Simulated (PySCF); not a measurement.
# HoN: one state, many levels of theory

State: septet, about 10.1 electrons in the 4f shell (Mulliken), real f orbitals that mix terms. Set-up: PySCF, spin-free X2C with a Gaussian nucleus, basis sets Ho x2c-SVPall, N x2c-SVPall. De refers to Ho (4f11 6s2) + N in their high-spin ground configurations, without counterpoise correction. The functionals are run spin-unrestricted. A positive dipole means Ho(−)N(+). Levels whose curve was spin-contaminated or gave no clean fit are not listed.

| Level | Re (Å) | ωe (cm⁻¹) | De (eV) | μ (D) |
| --- | --- | --- | --- | --- |
| PBE | 1.825 | 701 | 3.04 | -3.82 |
| PBEsol | 1.809 | 727 | 3.40 | -3.77 |
| TPSSh | 1.820 | 764 | 2.64 | -3.98 |
| PBE0 | 1.811 | 806 | 2.49 | -4.20 |
| HSE06 | 1.814 | 802 | 2.53 | -4.26 |

The bond length runs from 1.809 Å (PBEsol) to 1.825 Å (PBE). De spans 2.49 eV (PBE0, global hybrid GGA) to 3.40 eV (PBEsol, GGA).

Spin–orbit coupling is left out, which matters for elements this heavy, above all for dissociation energies. Counting both spins, an empty level lies below a filled one in some of these solutions, because spin and occupation are held. The state is the lowest single determinant that the PBE0 search found; with open d or f shells the true ground state can be another one.

The whole job (state search and all levels along the bond) took about 24 min on 2 threads of Arm Neoverse V1 (shared host), peak memory 3.4 GiB.
